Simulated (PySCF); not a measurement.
# Multinuclear NMR of C₆H₁₂F₂O

Cartesian coordinates in Å; atom numbers follow the order of the lines, from 1:
```xyz
21

C    -2.1166   -1.3162    0.3876
C    -1.2201   -0.2436   -0.1954
C    -1.7882    1.1540   -0.0127
O     0.0390   -0.3739    0.4434
C     1.1488    0.1419   -0.2406
C     2.0466   -0.9835   -0.7162
C     1.8672    1.0835    0.7099
F     1.0947    2.1587    0.9760
F     3.0089    1.5339    0.1379
H    -3.1170   -1.2825   -0.0681
H    -2.2239   -1.1681    1.4731
H    -1.6842   -2.3135    0.2200
H    -1.0897   -0.4421   -1.2794
H    -2.7599    1.2495   -0.5208
H    -1.9289    1.3639    1.0586
H    -1.1117    1.9212   -0.4151
H     0.8367    0.7626   -1.1024
H     2.9283   -0.5957   -1.2449
H     1.4854   -1.6403   -1.3959
H     2.3813   -1.5902    0.1392
H     2.1170    0.5898    1.6658
```

[PySCF 2.14: geometry: PBE0-D3(BJ)/def2-SVP; shieldings: GIAO PBE0/pcSseg-1; single conformer; one averaged value for each set of equivalent atoms; no solvent; non-relativistic Hamiltonian]

**Question.** What are the 19F shifts?

**Answer.** 
| atoms | environment | σ (ppm) | δ (ppm) |
| --- | --- | --- | --- |
| F8 | fluorine of a CF2 group | 315.7 | -121.8 |
| F9 | fluorine of a CF2 group | 323.0 | -128.6 |

Shieldings were converted by a linear fit to measured shifts: 19F (scatter 6.9 ppm rms, 7.7 ppm with the 5 outliers that the fit left out vs CFCl3, solution or neat liquid, with a term for F on sp3 carbon). Occasional misses reach two or three times the rms, and more in compound classes unlike the fitted ones.

On a 300 MHz spectrometer 19F resonates near 282.3 MHz, so 1 ppm is 282.3 Hz.

**Question.** What are the 17O shifts?

**Answer.** 
| atoms | environment | σ (ppm) | δ (ppm) |
| --- | --- | --- | --- |
| O4 | ether oxygen | 258.6 | 33.5 |

Shieldings were converted by a linear fit to measured shifts: 17O: δ = 264.06 − 0.892σ (rms 13.4 ppm, 147 shifts, 14.2 ppm with the 1 outlier that the fit left out vs liquid water, solution or neat liquid). A few per cent of atoms miss by over 2 rms, more outside the fitted compound classes.

On a 300 MHz spectrometer 17O resonates near 40.7 MHz, so 1 ppm is 40.7 Hz.
